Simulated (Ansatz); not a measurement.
`CO[SiH](F)S` + H–F → `F[SiH](F)S` + CH₃OH at 500 K and 1 bar (ligand exchange at the Si–O bond).

Isolated molecules relaxed with PBE0-D4/def2-TZVP in Ansatz; ΔE leaves out vibrations. CBS: MP2 limit from def2 TZ/QZ plus the TZ coupled-cluster correction, frozen cores. This one scheme is used for every species. Each species was taken in one conformer, which may not be the lowest.

| species | CCSD(T)/CBS energy (Eh) | H − E (kJ/mol) | S (J/(mol·K)) |
| --- | --- | --- | --- |
| `CO[SiH](F)S` | -903.01589 | 216.7 | 431.2 |
| H–F | -100.39570 | 39.4 | 188.7 |
| `F[SiH](F)S` | -887.80771 | 99.2 | 360.5 |
| CH₃OH | -115.61712 | 157.0 | 265.4 |

H − E and S are ideal-gas, rigid-rotor, harmonic terms from PBE0-D4/def2-TZVP, for one conformer and one mirror image of each species. 1 Eh = 2625.50 kJ/mol, R = 8.31446 J/(mol·K).

Task: By hand: ΔE, ΔH, ΔS and ΔG.

Result: ΔE = (-887.80771) + (-115.61712) − (-903.01589) − (-100.39570) = -0.01324 Eh = -34.8 kJ/mol. Δ(H − E) = 99.2 + 157.0 − 216.7 − 39.4 = 0.1, so ΔH = -34.7 kJ/mol. ΔS = 360.5 + 265.4 − 431.2 − 188.7 = 6.0 J/(mol·K). ΔG = -34.7 − 500 × (6.0)/1000 = -37.7 kJ/mol.

Task: By hand: the equilibrium constant, and the temperature at which ΔG would vanish if ΔH and ΔS stayed fixed.

Result: log₁₀ K = −ΔG/(RT ln 10) = 3.9. ΔH and −TΔS have one sign here, so there is no such temperature.

The number of gas molecules stays the same, so ΔS is small and ΔH decides. A doubt of 5 kJ/mol in ΔE shifts log₁₀ K by 0.5 here. Other conformers and mirror images would add mixing entropy, several J/(mol·K) or more a flexible species. These are equilibria of isolated gas molecules and say nothing of rates. Largest T1 diagnostic: 0.012 (customary marks: 0.02 for closed shells, 0.045 for open ones).

ΔS is within the doubt of such terms, so its sign, and with it that verdict, could turn.
